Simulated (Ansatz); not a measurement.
All values below come from PBE0-D3(BJ)/def2-TZVP (Ansatz, a program for electronic structure). No frequencies were computed at this level.

Ansatz 0.2 input:
```yaml
crystal:
  periodic: [false, false, false]
  atoms:
    - { symbol: C, position_ang: [-0.164247, 0.005442, 0.000244] }
    - { symbol: Cl, position_ang: [1.51059, -0.049974, 0.006401] }
    - { symbol: H, position_ang: [-0.704218, -0.917855, -0.005273] }
    - { symbol: H, position_ang: [-0.642124, 0.962387, -0.001373] }
basis:
  gaussian: { orbitals: def2-tzvp }
hamiltonian:
  xc: pbe0
  dispersion: d3bj
relax:
  max_steps: 150
magnetization:
  spin_polarized: true
  initial_magnetization: 1
```

Output:

```
Functional definition: PBE0
536 factors; their error is unknown
mean field evaluation 1: about -13582.2798 eV, gradient 2.7e1 eV
mean field evaluation 2: about -13579.9274 eV, gradient 3.4e1 eV
mean field evaluation 4: about -13585.7988 eV, gradient 1.1e0 eV
mean field evaluation 8: about -13585.8438 eV, gradient 3.1e-2 eV
mean field -13585.84378965 eV, -499.2705504539 hartree, gradient 1.8e-5 eV, S^2 0.755741; 0 other end points of the search recorded, 0 dependent functions left out
reference -13585.84381002 eV, -499.2705512025 hartree; 13, 12 occupied and 67, 68 virtual orbitals, 536 factors
relax step   1: F+E_penalty+E_count = -13585.88289672 eV  Δ(F+E_penalty+E_count) = +0.000e0 eV  max|allowed force component| = 3.220e-1 eV/Å  Δτ_max = 0.0000 Å  (27 SCF iters, accepted)
these checks for a lower state are left out or cut short: starts, cluster_reference, orbital_swaps, neighbouring_geometries, increment
536 factors; their error is unknown
mean field evaluation 16: about -13585.8106 eV, gradient 4.9e-1 eV
mean field -13585.84750273 eV, -499.2706869071 hartree, gradient 1.2e-5 eV, S^2 0.755802; 0 other end points of the search recorded, 0 dependent functions left out
reference -13585.84752311 eV, -499.2706876562 hartree; 13, 12 occupied and 67, 68 virtual orbitals, 536 factors
relax step   2: F+E_penalty+E_count = -13585.88659517 eV  Δ(F+E_penalty+E_count) = -3.698e-3 eV  max|allowed force component| = 1.460e-1 eV/Å  Δτ_max = 0.0080 Å  (33 SCF iters, accepted)
these checks for a lower state are left out or cut short: starts, cluster_reference, orbital_swaps, neighbouring_geometries, increment
536 factors; their error is unknown
mean field -13585.84734020 eV, -499.2706809342 hartree, gradient 1.9e-5 eV, S^2 0.755803; 0 other end points of the search recorded, 0 dependent functions left out
reference -13585.84736066 eV, -499.2706816862 hartree; 13, 12 occupied and 67, 68 virtual orbitals, 536 factors
relax step   3: F+E_penalty+E_count = -13585.88642064 eV  Δ(F+E_penalty+E_count) = +1.745e-4 eV  max|allowed force component| = 1.012e-1 eV/Å  Δτ_max = 0.0442 Å  (30 SCF iters, rejected (line search))
these checks for a lower state are left out or cut short: starts, cluster_reference, orbital_swaps, neighbouring_geometries, increment
536 factors; their error is unknown
mean field evaluation 32: about -13585.8482 eV, gradient 1.6e-1 eV
mean field -13585.84825073 eV, -499.2707143958 hartree, gradient 1.2e-5 eV, S^2 0.755835; 0 other end points of the search recorded, 0 dependent functions left out
reference -13585.84827114 eV, -499.2707151457 hartree; 13, 12 occupied and 67, 68 virtual orbitals, 536 factors
relax step   4: F+E_penalty+E_count = -13585.88733424 eV  Δ(F+E_penalty+E_count) = -7.391e-4 eV  max|allowed force component| = 2.435e-2 eV/Å  Δτ_max = 0.0072 Å  (33 SCF iters, accepted)
these checks for a lower state are left out or cut short: starts, cluster_reference, orbital_swaps, neighbouring_geometries, increment
536 factors; their error is unknown
mean field -13585.84826404 eV, -499.2707148849 hartree, gradient 1.9e-5 eV, S^2 0.755834; 0 other end points of the search recorded, 0 dependent functions left out
reference -13585.84828445 eV, -499.2707156347 hartree; 13, 12 occupied and 67, 68 virtual orbitals, 536 factors
relax step   5: F+E_penalty+E_count = -13585.88734660 eV  Δ(F+E_penalty+E_count) = -1.236e-5 eV  max|allowed force component| = 3.066e-3 eV/Å  Δτ_max = 0.0010 Å  (23 SCF iters, accepted)
536 factors; their error is unknown
mean field -13585.84826404 eV, -499.2707148849 hartree, gradient 1.9e-5 eV, S^2 0.755834; 1 other end points of the search recorded, 0 dependent functions left out
reference -13585.84828445 eV, -499.2707156347 hartree; 13, 12 occupied and 67, 68 virtual orbitals, 536 factors
Total energy: -13585.88736700 eV, -499.2721518922 hartree
Atom 0 at    -0.168304     0.005566    -0.000820 Å, force     0.000362    -0.000043     0.000061 eV/Å
Atom 1 at     1.516119    -0.050130     0.006652 Å, force    -0.003066     0.000108    -0.000027 eV/Å
Atom 2 at    -0.705368    -0.929507    -0.004891 Å, force     0.001339    -0.000448    -0.000018 eV/Å
Atom 3 at    -0.642446     0.974071    -0.000942 Å, force     0.001365     0.000383    -0.000016 eV/Å
Dipole moment:    -0.218780     0.007234    -0.000916 e Å
```

Cost: around 11 core-seconds (rough).
